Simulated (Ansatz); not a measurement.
BH₈NSSi₂, SMILES `BN[SiH]([SiH3])S`, relaxed with RKS PBE0-D4/def2-TZVP in the Gaussian-basis code of Ansatz from a PBE-D4/def2-SVP geometry. The force threshold is 0.005 eV/Å; the program also tests the step.

Total charge 0; spin multiplicity 1.

Start:

```xyz
13

B    -0.194    1.976    0.681
N     0.398    1.430   -0.474
Si    0.337   -0.273   -0.985
Si   -1.100   -1.491    0.418
S     2.294   -1.206   -0.989
H    -0.828    1.242    1.421
H    -0.066    3.160    0.930
H     0.947    2.061   -1.070
H    -0.039   -0.335   -2.441
H    -1.228   -2.866   -0.184
H    -0.468   -1.621    1.778
H    -2.470   -0.885    0.548
H     2.417   -1.191    0.369
```

```tsv
step	energy (eV)	largest force (eV/Å)	largest move (Å)
1	-28878.1922	0.589	0.000
2	-28878.2403	0.271	0.033
3	-28878.2454	0.091	0.021
4	-28878.2464	0.059	0.017
5	-28878.2468	0.022	0.009
6	-28878.2469	0.019	0.007
7	-28878.2470	0.013	0.008
8	-28878.2470	0.018	0.016
9	-28878.2471	0.008	0.012
10	-28878.2472	0.008	0.013
11	-28878.2472	0.005	0.010
12	-28878.2472	0.009	0.006
13	-28878.2472	0.004	0.002
```

End:

```xyz
13

B    -0.197    1.948    0.676
N     0.411    1.401   -0.457
Si    0.337   -0.267   -0.968
Si   -1.098   -1.477    0.424
S     2.275   -1.178   -1.019
H    -0.850    1.234    1.385
H    -0.063    3.110    0.928
H     0.973    2.021   -1.026
H    -0.062   -0.330   -2.399
H    -1.198   -2.847   -0.147
H    -0.513   -1.569    1.788
H    -2.457   -0.882    0.502
H     2.442   -1.163    0.315
```

Hardware: 4 threads of an Arm Neoverse V2 on a shared host. Wall time 55 s, peak host memory 0.69 GiB.
